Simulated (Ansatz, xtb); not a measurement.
## Relative energy of two isomers of CH3AlBr

Structure X: `[CH3][Al][Br]`, a doublet. Structure Y: `[CH2][AlH][Br]`, a doublet. Both are isolated molecules in the gas phase, relaxed with r2SCAN-D4/def2-SVP, each in the lowest conformer that the search found.

Which of the two would you expect CCSD(T)/def2-SVP + ΔMP2/def2-TZVPP electronic energies to favour?

Structure X; the calculation gives E(Y) − E(X) = +74.3 kJ/mol.

Level by level:

```csv
level,geometry,E(Y) − E(X) (kJ/mol),departure from the last row (kJ/mol),"job, with rough time for the two"
GFN2-xTB,GFN2-xTB,+38.7,−35.7,"optimisation, 0.28 s"
HF/STO-3G,GFN2-xTB,+1.5,−72.8,"single point, 0.58 s"
r2SCAN-D4/def2-SVP//GFN2-xTB,GFN2-xTB,+75.2,+0.9,"single point, 9 s"
r2SCAN-D4/def2-SVP,r2SCAN-D4/def2-SVP,+75.0,+0.7,"optimisation, 3.4 min"
HF/def2-SVP,r2SCAN-D4/def2-SVP,+40.3,−34.1,part of the CCSD(T) run
MP2/def2-SVP,r2SCAN-D4/def2-SVP,+81.5,+7.2,part of the CCSD(T) run
CCSD(T)/def2-SVP,r2SCAN-D4/def2-SVP,+71.4,−3.0,single point
CCSD(T)/def2-SVP + ΔMP2/def2-TZVPP,r2SCAN-D4/def2-SVP,+74.3,,"single point, 48 s"
```

As drawn, Y has 1 Al–H in place of 1 C–H.

HF/STO-3G finds them nearly level. The largest departure from CCSD(T)/def2-SVP + ΔMP2/def2-TZVPP is that of HF/STO-3G, 72.8 kJ/mol. The last row adds to CCSD(T) the change of the MP2 difference between the two basis sets, here +3.0 kJ/mol.

With harmonic frequencies from r2SCAN-D4/def2-SVP (ideal gas, rigid rotor, one conformer each, 298.15 K, 1 atm): on the last row, ΔE + ΔZPE = +61.1, ΔH = +61.1, ΔG = +63.4 kJ/mol.

Open shells are spin-unrestricted. The correlated steps freeze 15 core orbitals; the filled d shell of Br is correlated, in a basis made for valence electrons. Run with Ansatz 0.2.0, xtb 6.7.1; the last row on 1 thread of Arm Neoverse V1 on a shared host.
